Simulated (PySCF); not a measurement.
IrCl₃, triplet: molecular constants

These are results of PySCF, UPBE0, basis Ir def2-SVP with ECP60, Cl def2-SVP (scalar-relativistic core potentials, no spin–orbit coupling, density fitting), not measurements.

The structure is a minimum.

```json
{"Point group": "C2v", "Bond lengths": "Ir–Cl 2.202 Å (×2), Ir–Cl 2.242 Å", "Bond angles": "Cl–Ir–Cl 99.9°, Cl–Ir–Cl 130.0° (×2)", "Atomisation energy without zero-point energy": "910 kJ/mol", "Heat capacity Cp at 298.15 K": "75.5 J/(mol K)", "Principal polarisabilities": "38.9, 50.9, 92.4 bohr³", "Principal quadrupole moments (Buckingham, traceless) about the centre of mass": "-2.39, -0.23, 2.62 D Å", "Rotational symmetry number": "2", "Highest occupied level (β)": "-7.47 eV", "Enthalpy at 298.15 K above 0 K": "18.21 kJ/mol", "Zero-point energy": "9.2 kJ/mol", "Rotational constants": "0.0848, 0.05359, 0.03284 cm⁻¹", "Spin squared ⟨S²⟩": "2.008", "Lowest empty level (β)": "-4.98 eV", "Entropy at 298.15 K and 1 bar (electronic part: spin only)": "364.9 J/(mol K)", "Dipole moment": "0.35 D"}
```

Harmonic modes (masses in u: Ir 192.963, Cl 34.969):
| symmetry | ω (cm⁻¹) | IR (km/mol) | μ (u) | type |
| --- | --- | --- | --- | --- |
| b1 | 39 | 1.4 | 48.97 | bend |
| b2 | 94 | 8.9 | 38.17 | bend |
| a1 | 121 | 0.2 | 38.33 | bend |
| a1 | 385 | 12.3 | 36.34 | stretch |
| a1 | 406 | 60.5 | 41.77 | stretch |
| b2 | 489 | 4.6 | 43.87 | stretch |

In C2v the vibrations span b1 + 2b2 + 3a1. Here b1 is antisymmetric to the molecular plane and b2 lies in it.

Charges (e):
| atom | Mulliken | Löwdin | polar tensor | spin (Mulliken) | Mayer order to Ir1 |
| --- | --- | --- | --- | --- | --- |
| Ir1 | 0.46 | -0.45 | 0.45 | 1.48 | – |
| Cl2 | -0.21 | 0.08 | -0.24 | 0.10 | 1.06 |
| Cl3,4 | -0.13 | 0.18 | -0.11 | 0.21 | 1.18 |

Mulliken populations on Ir1 (electrons outside its core potential): s 2.73, p 6.33, d 7.44, f 0.03.

Formally Ir is in oxidation state +3, d6, with 2 unpaired electrons (the high-spin count would be 4). The Mulliken spin on Ir is 1.48. The polar-tensor charge on Ir, 0.45, is far below the formal one.

This need not be the most stable arrangement of these atoms. Open d and f shells are described by one determinant, and the ground state may have another occupation or spin. At this level a triplet minimum of C2v symmetry lies 31 kJ/mol below this structure. With an element this heavy the missing spin–orbit coupling can shift these numbers.

The final relaxation and frequency run took roughly 4 core-minutes on a shared host.
